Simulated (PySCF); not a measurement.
Isomers of C7H10O2Si, mass 154.045 u with the commonest isotopes. Method: PBE0/pcSseg-1 in PySCF (dipole) on a GFN2-xTB geometry, gas phase. One conformer each, none proved a minimum here; rigid rotors.

Question: Order these by rotational constant B, smallest first.
A. `[O:1]=[CH:2][C:3]1=[CH:4][C:5]([CH2:6][O:7][SiH3:8])=[CH:9][CH2:10]1` with O1–C2–C3–C4 180°, C4–C5–C6–O7 176°, C5–C6–O7–Si8 -170°
B. `[O:1]=[C:2]1[CH2:3][CH:4]=[CH:5][Si@:6]12[CH2:7][CH2:8][O:9][CH2:10]2` with O1–C2–C3–C4 179°, C2–C3–C4–C5 1°, C4–C5–Si6–C7 124°, C5–Si6–C7–C8 134°
C. `[CH3:1][C:2]1=[CH:3][SiH2:4][C:5]([CH3:6])=[C:7]1[C:8](=[O:9])[OH:10]` with C5–C7–C8–O9 -43°, C7–C8–O10–H -178°
D. `[CH2:1]=[C:2]([CH3:3])/[CH:4]=[C:5](/[CH:6]=[O:7])[SiH2:8][CH:9]=[O:10]` with C1–C2–C4–C5 -172°, C4–C5–C6–O7 177°, C4–C5–Si8–C9 140°, C5–Si8–C9–O10 -62°
E. `[CH3:1][C:2](=[O:3])[C:4]1=[C:5]([CH2:6][CH:7]=[O:8])[CH2:9][SiH2:10]1` with C1–C2–C4–C5 174°, C4–C5–C6–C7 82°, C5–C6–C7–O8 109°

Answer: A (399.9 MHz), D (665.7 MHz), B (838.0 MHz), E (913.1 MHz), C (1052 MHz).

Question: Order these by rotational constant C, largest first.
A. `[O:1]=[CH:2][C:3]1=[CH:4][C:5]([CH2:6][O:7][SiH3:8])=[CH:9][CH2:10]1` with O1–C2–C3–C4 180°, C4–C5–C6–O7 176°, C5–C6–O7–Si8 -170°
B. `[O:1]=[C:2]1[CH2:3][CH:4]=[CH:5][Si@:6]12[CH2:7][CH2:8][O:9][CH2:10]2` with O1–C2–C3–C4 179°, C2–C3–C4–C5 1°, C4–C5–Si6–C7 124°, C5–Si6–C7–C8 134°
C. `[CH3:1][C:2](=[O:3])[C:4]1=[C:5]([CH2:6][CH:7]=[O:8])[CH2:9][SiH2:10]1` with C1–C2–C4–C5 174°, C4–C5–C6–C7 82°, C5–C6–C7–O8 109°
D. `[CH2:1]=[C:2]([CH3:3])/[CH:4]=[C:5](/[CH:6]=[O:7])[SiH2:8][CH:9]=[O:10]` with C1–C2–C4–C5 -172°, C4–C5–C6–O7 177°, C4–C5–Si8–C9 140°, C5–Si8–C9–O10 -62°
E. `[CH3:1][C:2]1=[CH:3][SiH2:4][C:5]([CH3:6])=[C:7]1[C:8](=[O:9])[OH:10]` with C5–C7–C8–O9 -43°, C7–C8–O10–H -178°

Answer: B (729.8 MHz), E (675.1 MHz), C (612.4 MHz), D (581.8 MHz), A (377.1 MHz).

Question: Order these by dipole moment, largest first.
A. `[CH3:1][C:2](=[O:3])[C:4]1=[C:5]([CH2:6][CH:7]=[O:8])[CH2:9][SiH2:10]1` with C1–C2–C4–C5 174°, C4–C5–C6–C7 82°, C5–C6–C7–O8 109°
B. `[O:1]=[C:2]1[CH2:3][CH:4]=[CH:5][Si@:6]12[CH2:7][CH2:8][O:9][CH2:10]2` with O1–C2–C3–C4 179°, C2–C3–C4–C5 1°, C4–C5–Si6–C7 124°, C5–Si6–C7–C8 134°
C. `[CH3:1][C:2]1=[CH:3][SiH2:4][C:5]([CH3:6])=[C:7]1[C:8](=[O:9])[OH:10]` with C5–C7–C8–O9 -43°, C7–C8–O10–H -178°
D. `[CH2:1]=[C:2]([CH3:3])/[CH:4]=[C:5](/[CH:6]=[O:7])[SiH2:8][CH:9]=[O:10]` with C1–C2–C4–C5 -172°, C4–C5–C6–O7 177°, C4–C5–Si8–C9 140°, C5–Si8–C9–O10 -62°

Answer: D (5.22 D), A (3.95 D), B (2.40 D), C (1.37 D).

| SMILES | point group | Ia (u·Å²) | Ib (u·Å²) | Ic (u·Å²) | κ | μa (D) | μb (D) | μc (D) |
| --- | --- | --- | --- | --- | --- | --- | --- | --- |
| CC(=O)C1=C(CC=O)C[SiH2]1 | C1 | 353.66 | 553.48 | 825.21 | -0.26 | 3.30 | 2.04 | 0.74 |
| O=CC1=CC(CO[SiH3])=CC1 | C1 | 90.35 | 1263.80 | 1340.03 | -0.99 | 3.70 | 1.59 | 0.05 |
| C=C(C)/C=C(/C=O)[SiH2]C=O | C1 | 249.00 | 759.17 | 868.67 | -0.88 | 5.02 | 0.26 | 1.42 |
| O=C1CC=C[Si@]12CCOC2 | C1 | 239.70 | 603.11 | 692.54 | -0.84 | 1.25 | 1.88 | 0.81 |
| CC1=C[SiH2]C(C)=C1C(=O)O | C1 | 318.23 | 480.60 | 748.60 | -0.18 | 0.49 | 0.85 | 0.96 |
| C#CCC[SiH2]/C=C\C(=O)O | C1 | 116.65 | 1266.42 | 1336.42 | -0.99 | 2.09 | 1.15 | 0.11 |
